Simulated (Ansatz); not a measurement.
A geometry relaxed with B3LYP-D3(BJ)/def2-TZVP in Ansatz (a quantum-chemistry and plane-wave program), charge 0, multiplicity 1:

```xyz
4

H     -0.8128    -1.3550     0.0000
H      1.5798    -0.0266     0.0014
H     -0.7670     1.3815    -0.0008
Al     0.0000     0.0000    -0.0006
```

### Question
Write the SMILES of this molecule.

### Answer
`[AlH3]`
